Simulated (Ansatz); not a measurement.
All numbers were calculated with Ansatz.

H4O2SiZn, SMILES `[OH][Zn][O][SiH3]` at its PBE0-D4/def2-TZVP geometry, where that method's forces vanish. Charge 0, multiplicity 1.

```csv
atom,x (Å),y (Å),z (Å)
O1,2.5437,1.4612,1.4136
Zn2,1.0482,0.6836,0.9002
O3,-0.5259,0.0203,0.4995
Si4,-1.3884,-0.6251,-0.7146
H5,3.3447,0.9717,1.2182
H6,-2.7818,-0.8630,-0.2533
H7,-1.4291,0.2775,-1.9020
H8,-0.8113,-1.9263,-1.1616
```

Problem. For each bond, give half the difference of the two atoms' forces along it (eV/Å; positive pushes the atoms apart) under PBE-D4, r2SCAN-D4, B3LYP-D4, ωB97M-V in def2-TZVPP. (Best estimate.)

Solution. The calculation gave: 
| bond | length (Å) | PBE-D4 | r2SCAN-D4 | B3LYP-D4 | ωB97M-V |
| --- | --- | --- | --- | --- | --- |
| O1–Zn2 | 1.762 | 0.04 | -0.07 | 0.10 | 0.03 |
| O1–H5 | 0.959 | 0.47 | 0.11 | 0.00 | -0.09 |
| Zn2–O3 | 1.755 | -0.14 | -0.10 | 0.01 | 0.02 |
| O3–Si4 | 1.623 | 0.45 | 0.17 | 0.14 | 0.12 |
| Si4–H6 | 1.487 | 0.05 | -0.02 | -0.10 | -0.15 |
| Si4–H7 | 1.492 | -0.02 | -0.04 | -0.09 | -0.12 |
| Si4–H8 | 1.492 | -0.02 | -0.05 | -0.09 | -0.12 |

B3LYP here is the variant with VWN-RPA as its local correlation; programs differ in this.
